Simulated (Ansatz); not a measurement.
Program: Ansatz. Geometries: PBE0-D4/def2-TZVP. ΔE: electronic, gas phase. CBS: MP2 limit from def2 TZ/QZ plus the TZ coupled-cluster correction, frozen cores. This one scheme is used for every species. Functionals use def2-TZVPP. B3LYP here is the variant with VWN-RPA as its local correlation; programs differ in this. One conformer a species, not always the lowest.

Reaction (ligand exchange at the Si–S bond): `Cl[SiH2]S[SiH](Cl)Cl` + `F[Si](S)(Cl)Cl` → `F[Si](Cl)(Cl)S[SiH2]Cl` + `S[SiH](Cl)Cl`

Is it downhill or uphill in electronic energy at CCSD(T)/CBS, and by how much? (Best estimate.)

The calculation gave: Nearly level: ΔE = 0.00 eV.

What do these levels give: PBE0-D4, B3LYP-D4, ωB97M-V, B2PLYP, r2SCAN, PBE0, HF/def2-TZVPP, SCS-MP2/def2-TZVPP, CCSD(T)/def2-TZVPP, MP2/def2-QZVPP, SCS-MP2/def2-QZVPP, MP2/CBS(def2)? (An estimate is asked.)

Computed: PBE0-D4 0.00, B3LYP-D4 0.01, ωB97M-V -0.01, B2PLYP 0.00, r2SCAN -0.01, PBE0 -0.01, HF/def2-TZVPP -0.01, SCS-MP2/def2-TZVPP 0.00, CCSD(T)/def2-TZVPP 0.00, MP2/def2-QZVPP 0.00, SCS-MP2/def2-QZVPP 0.00, MP2/CBS(def2) 0.00 eV.

Largest T1 diagnostic among the species: 0.011.
